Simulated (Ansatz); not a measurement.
```yaml
crystal:
  periodic: [false, false, false]
  atoms:
    - {symbol: F, position_ang: [-2.037479, -0.086939, 1.212151]}
    - {symbol: C, position_ang: [-0.809263, -0.665923, 0.987120]}
    - {symbol: C, position_ang: [-0.205304, -0.123049, -0.289250]}
    - {symbol: F, position_ang: [-1.001385, -0.519821, -1.355238]}
    - {symbol: C, position_ang: [-0.213007, 1.398569, -0.331268]}
    - {symbol: F, position_ang: [0.521338, 1.898973, 0.722885]}
    - {symbol: C, position_ang: [1.196555, -0.647060, -0.502760]}
    - {symbol: F, position_ang: [1.262707, -2.003276, -0.270031]}
    - {symbol: H, position_ang: [-0.942857, -1.745127, 0.899427]}
    - {symbol: H, position_ang: [-0.157338, -0.438935, 1.834761]}
    - {symbol: H, position_ang: [-1.240296, 1.756508, -0.251528]}
    - {symbol: H, position_ang: [0.231053, 1.751345, -1.266347]}
    - {symbol: H, position_ang: [1.493313, -0.460088, -1.538433]}
    - {symbol: H, position_ang: [1.889064, -0.144377, 0.177412]}
basis:
  gaussian: {orbitals: pcseg-2, point_charges: [{charge: 2.00, position_ang: [6.016, -0.295, 0.151]}]}
total_charge: 3
magnetization: {spin_polarized: true, initial_magnetization: 1}
hamiltonian: {xc: {name: PBE0}}
scf: {lower_state_search: off}
```

```sh
$ ansatz run in.yaml --threads 2 --pin off --events-out ev --progress --plain --max-ram 32768MiB --backend cuda --devices 0, --max-vram 18GiB
```

Output, abridged:

```
Functional definition: PBE0
1572 factors; their error is unknown
mean field evaluation 1: about -15014.7181 eV, gradient 7.2e1 eV
mean field evaluation 2: about -14924.6174 eV, gradient 1.5e2 eV
mean field evaluation 4: about -15015.2441 eV, gradient 6.3e1 eV
mean field evaluation 8: about -15035.3930 eV, gradient 9.6e0 eV
mean field evaluation 16: about -15036.2914 eV, gradient 1.6e0 eV
mean field -15036.50885301 eV, -552.5815082365 hartree, gradient 8.9e-6 eV, S^2 1.710985; 0 other end points of the search recorded, 0 dependent functions left out
reference -15036.50887826 eV, -552.5815091644 hartree; 32, 31 occupied and 292, 293 virtual orbitals, 1572 factors
Total energy: -15036.50887826 eV, -552.5815091644 hartree
Checks for a lower state left out: stability, starts, cluster_reference, orbital_swaps, neighbouring_geometries, increment
```

In this input the charge is far from anything that the molecule holds. The run converged. The result belongs to that input, not to the molecule as meant.
